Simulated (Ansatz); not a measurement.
Abridged output of a molecular run in Ansatz:

```
Functional definition: HF
1420 factors; integrals over basis functions are off by at most 1.1e-3 eV
mean field evaluation 1: about -58171.2904 eV, gradient 5.0e1 eV
mean field evaluation 2: about -58171.5071 eV, gradient 5.0e1 eV
mean field evaluation 4: about -58176.5680 eV, gradient 4.4e0 eV
mean field evaluation 8: about -58176.6670 eV, gradient 5.0e-1 eV
mean field -58176.66890846 eV, -2137.9531488234 hartree, gradient 9.9e-6 eV, S^2 0.000000; 0 other end points of the search recorded, 0 dependent functions left out
13 core orbitals not correlated: weight in the atoms' cores, before any rotation towards them, 1.000 or more for the frozen orbitals, at most 0.000 for the correlated occupied ones
reference -58176.66890846 eV, -2137.9531488234 hartree; 18, 18 occupied and 197, 197 virtual orbitals, 1420 factors
second order -26.26930612 eV of doubles, -0.00000000 eV of singles
cycle   1  -25.68880980 eV  change    5.8e-1 eV  update   1.4e-1
cycle   2  -26.46609355 eV  change   -7.8e-1 eV  update   4.4e-2
cycle   3  -26.64303044 eV  change   -1.8e-1 eV  update   2.4e-2
cycle   4  -26.62105874 eV  change    2.2e-2 eV  update   7.3e-3
cycle   5  -26.61640730 eV  change    4.7e-3 eV  update   3.9e-3
cycle   6  -26.61910913 eV  change   -2.7e-3 eV  update   1.3e-3
cycle   7  -26.61863994 eV  change    4.7e-4 eV  update   5.0e-4
cycle   8  -26.61838549 eV  change    2.5e-4 eV  update   1.7e-4
cycle   9  -26.61845728 eV  change   -7.2e-5 eV  update   6.5e-5
cycle  10  -26.61849891 eV  change   -4.2e-5 eV  update   2.4e-5
perturbative correction -1.14443732 eV, -0.0420572958 hartree
Total energy: -58204.43184469 eV, -2138.9734179113 hartree
```

Its atoms:

Cartesian coordinates in Å:
```
O 2.0934 -0.9560 1.3699
Ga 0.6112 -0.2059 0.7234
B -1.1802 0.9022 0.8217
O -1.3437 0.7012 -0.4972
C -0.2773 -0.0869 -1.1180
H 2.6207 -1.4236 0.7179
H -1.9717 1.5273 1.4600
H 0.1752 0.5153 -1.9086
H -0.7276 -0.9736 -1.5691
```

Question: Which basis set was used?
A. cc-pV(Q+d)Z
B. def2-TZVPP
C. def2-SVP
D. def2-QZVPP

Answer: B. It gives 228 functions.

Question: Write the keys of the input that set method, charge and spin (a neutral closed shell needs none for the last two).

Answer: 
```yaml
correlation: {method: ccsd_t}
```
